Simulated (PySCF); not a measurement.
PySCF job for C2H8FNSi, SMILES F[SiH2][C@H](N)C, TPSSh-D3(BJ)/def2-SVP. Geometry: TPSSh-D3(BJ)/def2-SVP. The structure was generated by enumeration; whether it is a known compound was not checked. The values are those of a single conformer.

```python
import numpy as np
from pyscf import gto, scf, dft, df
from pyscf.hessian import thermo

mol = gto.M(
    atom='''
    C     1.49815565    1.23038634    0.82027728
    C     0.88897510    0.03155200    0.08439369
    N     0.80913983   -1.12158098    0.99081282
    Si   -0.87935877    0.41158855   -0.45533558
    F    -1.52557815   -0.98694196   -1.01485697
    H     0.91495460    1.47158676    1.72318331
    H     2.52972434    1.00377146    1.14183087
    H     1.54390947    2.12328653    0.17593313
    H     1.49987623   -0.15488688   -0.82878586
    H     0.44290977   -1.93639374    0.49377430
    H     1.74391416   -1.38117262    1.31800388
    H    -1.70590080    0.87350555    0.68674794
    H    -0.91492518    1.39997773   -1.56599208
    ''',
    basis='def2-SVP',
    charge=0,
    spin=0,
    max_memory=1600,
    verbose=3,
)
mf = dft.RKS(mol, xc='tpssh').density_fit(auxbasis='def2-universal-jkfit')
mf.disp = 'd3bj'
mf.grids.level = 4
mf.conv_tol = 1e-11
mf.max_cycle = 100
mf.kernel()

# [left out here: the lines that compute and print the analytic Hessian (its translational invariance restored by hand, since the grid's response is missing), thermochemistry and intensities]
```

It prints:

```
converged SCF energy = -524.930193183906

WARN: MGGA Hessian is sensitive to dft grids. grids.level 4 may not be dense enough.


WARN: DFTD3 does not support analytical Hessian, using finite difference


WARN: Mole.unit (angstrom) is changed to Bohr

Mode                                 0                   1                   2
Irrep
Freq [cm^-1]                       83.4711            129.1572            219.3914
Reduced mass [au]                   3.8937              4.1477              1.3656
Force const [Dyne/A]                0.0160              0.0408              0.0387
Char temp [K]                     120.0963            185.8284            315.6554
Normal mode                   x     y     z       x     y     z       x     y     z
       0   C                 0.03  0.01 -0.09   -0.10  0.02  0.01    0.04 -0.02  0.01
       1   C                -0.02 -0.03  0.02    0.03 -0.05  0.02   -0.06  0.00  0.06
       2   N                 0.03  0.02  0.10    0.11 -0.03  0.04    0.06 -0.02  0.04
       3  Si                -0.03 -0.02  0.06    0.05 -0.02 -0.03   -0.03  0.03 -0.03
       4   F                 0.00  0.04 -0.13   -0.12  0.06 -0.01    0.02 -0.01 -0.00
       5   H                 0.08  0.08 -0.08   -0.13 -0.03  0.00    0.29 -0.23  0.23
       6   H                 0.04  0.01 -0.12   -0.08  0.14  0.02    0.17  0.08 -0.37
       7   H                 0.02 -0.04 -0.15   -0.18  0.03  0.01   -0.29  0.09  0.12
       8   H                -0.06 -0.09  0.00    0.07 -0.01  0.03   -0.14  0.01 -0.00
       9   H                 0.03 -0.02  0.15    0.17 -0.07  0.06   -0.13  0.03  0.10
      10   H                 0.04  0.05  0.08    0.14  0.05  0.04    0.13 -0.11 -0.22
      11   H                -0.05 -0.19  0.12    0.08  0.09 -0.05   -0.17  0.13 -0.17
      12   H                -0.03  0.12  0.19    0.16 -0.03 -0.04    0.14 -0.05 -0.10
Mode                                 3                   4                   5
Irrep
Freq [cm^-1]                      259.8435            268.2581            336.7094
Reduced mass [au]                   1.2377              2.1633              1.9859
Force const [Dyne/A]                0.0492              0.0917              0.1327
Char temp [K]                     373.8569            385.9637            484.4498
Normal mode                   x     y     z       x     y     z       x     y     z
       0   C                 0.00  0.00  0.01   -0.11  0.04 -0.08   -0.05 -0.05 -0.05
       1   C                -0.04  0.00  0.04    0.00 -0.06 -0.01   -0.06 -0.05  0.00
       2   N                 0.09 -0.02  0.01   -0.05 -0.06 -0.01    0.03 -0.06  0.01
       3  Si                -0.03  0.02 -0.01    0.05  0.02  0.04   -0.03  0.06 -0.00
       4   F                 0.00 -0.01 -0.00    0.07  0.02  0.03    0.08  0.01  0.03
       5   H                -0.16  0.30 -0.18   -0.12  0.01 -0.08   -0.07  0.05 -0.08
       6   H                -0.13 -0.17  0.32   -0.06  0.23 -0.09   -0.07 -0.06  0.01
       7   H                 0.37 -0.13 -0.15   -0.27  0.01 -0.14    0.01 -0.10 -0.11
       8   H                -0.09  0.03 -0.00   -0.00 -0.07 -0.00   -0.10 -0.04 -0.02
       9   H                -0.24  0.07  0.10   -0.32  0.04  0.03    0.44 -0.19 -0.08
      10   H                 0.17 -0.21 -0.37   -0.04 -0.27 -0.20    0.04  0.27  0.26
      11   H                -0.12  0.06 -0.09    0.07  0.01  0.06   -0.09  0.14 -0.08
      12   H                 0.07 -0.02 -0.04    0.05  0.06  0.07    0.05  0.03 -0.04
Mode                                 6                   7                   8
Irrep
Freq [cm^-1]                      411.0401            589.6540            690.3752
Reduced mass [au]                   2.2371              1.8966              1.9273
Force const [Dyne/A]                0.2227              0.3885              0.5412
Char temp [K]                     591.3951            848.3808            993.2961
Normal mode                   x     y     z       x     y     z       x     y     z
       0   C                 0.06  0.11 -0.02    0.03  0.04  0.02    0.03  0.01  0.01
       1   C                -0.01  0.04  0.11    0.08 -0.03  0.03    0.14 -0.04 -0.04
       2   N                -0.05 -0.10 -0.05    0.02 -0.07  0.05    0.01 -0.00 -0.00
       3  Si                 0.01 -0.02  0.01   -0.05  0.05 -0.07   -0.07  0.02  0.04
       4   F                -0.03 -0.00 -0.01   -0.00 -0.02  0.01    0.00 -0.01 -0.03
       5   H                 0.14  0.31 -0.01    0.01  0.05 -0.00   -0.13 -0.10 -0.07
       6   H                 0.09  0.16 -0.08    0.06  0.16  0.03    0.03  0.20  0.15
       7   H                 0.01 -0.02 -0.19   -0.05  0.00 -0.04   -0.06  0.04  0.03
       8   H                -0.02  0.08  0.09    0.18 -0.08  0.11    0.12 -0.08 -0.04
       9   H                 0.16 -0.05 -0.29    0.02 -0.04 -0.01   -0.10  0.01  0.05
      10   H                -0.08 -0.06  0.09    0.02 -0.11  0.01   -0.09 -0.12  0.18
[...]
Char temp [K]                    2356.6392           3256.3475           3288.3085
Normal mode                   x     y     z       x     y     z       x     y     z
       0   C                 0.00  0.00  0.00   -0.00  0.00  0.00    0.00  0.00 -0.00
       1   C                 0.01 -0.01 -0.01    0.00  0.00  0.00    0.00 -0.00  0.00
       2   N                 0.01 -0.07  0.03   -0.00 -0.00 -0.00    0.00  0.00 -0.00
       3  Si                -0.00 -0.00 -0.00   -0.00  0.02 -0.02   -0.02  0.01  0.03
       4   F                 0.00  0.00 -0.00   -0.00  0.00  0.00   -0.00  0.00  0.00
       5   H                 0.01  0.01  0.01   -0.00  0.00  0.00   -0.01 -0.00 -0.00
       6   H                -0.00 -0.04  0.02    0.00 -0.01 -0.00    0.00 -0.00 -0.00
       7   H                -0.05 -0.01 -0.02   -0.00  0.00 -0.00    0.00  0.00  0.00
       8   H                -0.01  0.04 -0.05    0.00 -0.00 -0.01   -0.01  0.00  0.00
       9   H                -0.48  0.39 -0.30    0.00 -0.00  0.00   -0.00 -0.00  0.00
      10   H                 0.15  0.63  0.10    0.00  0.00  0.00    0.00  0.00 -0.00
      11   H                 0.00  0.01  0.00    0.08 -0.04 -0.12    0.54 -0.30 -0.75
      12   H                 0.01  0.00  0.00    0.02 -0.64  0.73   -0.01  0.10 -0.10
Mode                                27                  28                  29
Irrep
Freq [cm^-1]                     2908.4929           3017.7079           3093.0790
Reduced mass [au]                   1.0816              1.0367              1.1009
Force const [Dyne/A]                5.3907              5.5625              6.2058
Char temp [K]                    4184.6738           4341.8097           4450.2520
Normal mode                   x     y     z       x     y     z       x     y     z
       0   C                -0.00 -0.00  0.00   -0.03 -0.03 -0.02   -0.07  0.05 -0.01
       1   C                 0.04 -0.02 -0.06   -0.00  0.00  0.00   -0.00  0.00  0.00
       2   N                 0.00  0.00 -0.00   -0.00  0.00  0.00   -0.00 -0.00  0.00
       3  Si                -0.00 -0.00 -0.00    0.00 -0.00  0.00    0.00  0.00  0.00
       4   F                 0.00  0.00  0.00   -0.00 -0.00 -0.00    0.00 -0.00 -0.00
       5   H                 0.01 -0.01 -0.02   -0.27  0.10  0.40    0.21 -0.08 -0.35
       6   H                 0.03 -0.01  0.01    0.64 -0.16  0.19    0.63 -0.14  0.19
       7   H                -0.00  0.02 -0.02    0.01  0.40 -0.30   -0.03 -0.42  0.31
       8   H                -0.54  0.18  0.77    0.01 -0.01 -0.02    0.01 -0.01 -0.02
       9   H                -0.01  0.00 -0.00    0.00 -0.00  0.00    0.00 -0.00  0.00
      10   H                 0.01  0.00  0.01    0.00 -0.00  0.00    0.00 -0.01  0.00
      11   H                -0.00  0.00  0.00   -0.00  0.00  0.00    0.00 -0.00 -0.00
      12   H                 0.00 -0.00  0.01   -0.00  0.00 -0.00   -0.00 -0.00 -0.00
Mode                                30                  31                  32
Irrep
Freq [cm^-1]                     3118.6303           3446.2991           3533.0296
Reduced mass [au]                   1.1040              1.0518              1.0916
Force const [Dyne/A]                6.3263              7.3604              8.0280
Char temp [K]                    4487.0146           4958.4571           5083.2429
Normal mode                   x     y     z       x     y     z       x     y     z
       0   C                -0.04 -0.03  0.08    0.00 -0.00 -0.00    0.00 -0.00  0.00
       1   C                -0.00  0.00  0.00   -0.00 -0.00  0.00   -0.00  0.00 -0.00
       2   N                -0.00  0.00 -0.00   -0.04  0.04 -0.00   -0.06 -0.04 -0.04
       3  Si                -0.00 -0.00  0.00    0.00  0.00 -0.00    0.00 -0.00  0.00
       4   F                 0.00  0.00 -0.00   -0.00 -0.00  0.00   -0.00 -0.00 -0.00
       5   H                 0.38 -0.16 -0.58   -0.00  0.00  0.00   -0.00  0.00  0.00
       6   H                 0.04 -0.02  0.03   -0.00  0.00 -0.00   -0.00  0.00 -0.00
       7   H                 0.02  0.51 -0.36    0.00 -0.00  0.00    0.00  0.00 -0.00
       8   H                 0.02 -0.01 -0.03    0.01 -0.01 -0.00    0.00  0.00  0.00
       9   H                 0.00 -0.00 -0.00   -0.23 -0.42 -0.26    0.29  0.64  0.38
      10   H                 0.00  0.00  0.00    0.74 -0.18  0.28    0.48 -0.14  0.16
      11   H                 0.00 -0.00 -0.00   -0.00  0.00  0.00   -0.00  0.00  0.00
      12   H                 0.00  0.00 -0.00   -0.00  0.00 -0.00   -0.00  0.00 -0.00
temperature 298.1500 [K]
pressure 101325.00 [Pa]
Rotational constants [GHz] 6.44483 2.59941 2.01000
Symmetry number 1
Zero-point energy (ZPE) 0.10248 [Eh]   269060.796 [J/mol]
                           tot       elec      trans        rot        vib
Entropy [J/mol/K]       344.881      0.000    165.299    111.542     68.040
Cv [J/mol/K]            104.905      0.000     12.472     12.472     79.962
Cp [J/mol/K]            113.220      0.000     20.786     12.472     79.962
Internal energy [J/mol]                      3718.434   3718.434 280570.032
Internal energy [Eh]   -524.82050  -524.93019
Enthalpy [J/mol]                             6197.391   3718.434 280570.032
Enthalpy [Eh]          -524.81955
Gibbs free energy [J/mol]                  -43086.396 -29537.956 260283.895
Gibbs free energy [Eh] -524.85872
static polarisability / bohr^3: [[54.113 -0.873  4.336]
 [-0.87  52.159 -2.254]
 [ 4.328 -2.253 50.   ]]
largest difference of analytic and finite-field dipole derivatives / e: 0.0006640619562072736
mode   freq/cm-1   IR/(km/mol)   Raman/(A^4/amu)   depolarisation
   1       83.47         1.336             0.355            0.743
   2      129.16         2.585             0.351            0.675
   3      219.39        13.428             0.912            0.750
   4      259.84        24.690             0.788            0.749
   5      268.26         8.570             2.003            0.523
   6      336.71         9.731             1.571            0.745
   7      411.04        13.500             0.672            0.513
   8      589.65        45.294             8.308            0.288
   9      690.38        79.271             7.121            0.186
  10      742.50         0.943            14.252            0.698
  11      846.12        48.151             2.737            0.525
  12      849.02        59.650             6.852            0.713
  13      915.37        69.190            11.247            0.747
  14      935.09       224.326             2.777            0.567
  15      965.12        93.130            12.874            0.684
  16     1009.70        37.722             2.918            0.643
  17     1044.25         6.375             3.880            0.711
  18     1119.53         3.780             4.668            0.747
  19     1215.60         5.985             9.420            0.482
  20     1329.40         7.152             6.708            0.168
  21     1340.40         6.394             7.494            0.470
  22     1401.29         2.785             2.652            0.735
  23     1479.93         4.960            13.706            0.744
  24     1498.31         4.228            14.300            0.746
  25     1637.95        21.022             8.791            0.675
  26     2263.27       135.189           143.432            0.167
  27     2285.49       116.654            95.469            0.275
  28     2908.49        69.554           143.453            0.327
  29     3017.71        29.081           149.228            0.022
  30     3093.08        26.054            84.391            0.750
  31     3118.63        18.736            55.675            0.746
  32     3446.30         3.116           174.083            0.147
  33     3533.03         1.652            83.803            0.744
max |gradient| / (hartree/bohr): 3.479568492306193e-05
APT charges: [ 0.0747  0.0572 -0.4431  1.4535 -0.6285 -0.0053 -0.0409 -0.0122 -0.1176
  0.1353  0.1005 -0.2765 -0.2972]
```

The run converged.
